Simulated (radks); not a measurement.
Results of a calculation; reference values are marked as such.
Task: Valence configurations of the nickel ion Ni+ (all share [Ar]). Code: a radial shooting solver on a logarithmic mesh with Libxc functionals. Model: scalar-relativistic Kohn-Sham, LDA (Slater exchange, Perdew-Wang correlation), spin-polarised, spherical densities, finite nucleus; open shells are filled with parallel spins first; Fermi nuclear charge, rms radius 3.7757 fm. Order these by energy: 3d8 4s1; 3d7 4s1.5 4p0.5; 3d6 4s1 4p2; 3d8 4p1; 3d7 4s0.5 4p1.5; 3d7 4s2; 3d5 4s0.5 4p3.5; 3d8.5 4s0.5; 3d9; 3d8.5 4p0.5.

Result: From the lowest, in eV above it: 3d9 0.000; 3d8.5 4s0.5 0.671; 3d8 4s1 1.838; 3d8.5 4p0.5 3.442; 3d8 4p1 7.721; 3d7 4s2 7.734; 3d7 4s1.5 4p0.5 10.435; 3d7 4s0.5 4p1.5 16.029; 3d6 4s1 4p2 28.370; 3d5 4s0.5 4p3.5 55.236. NIST lists [Ar] 3d9 as the ground configuration; this level of theory agrees among the configurations tried. The energies are those of spherical high-spin densities, not of single terms.
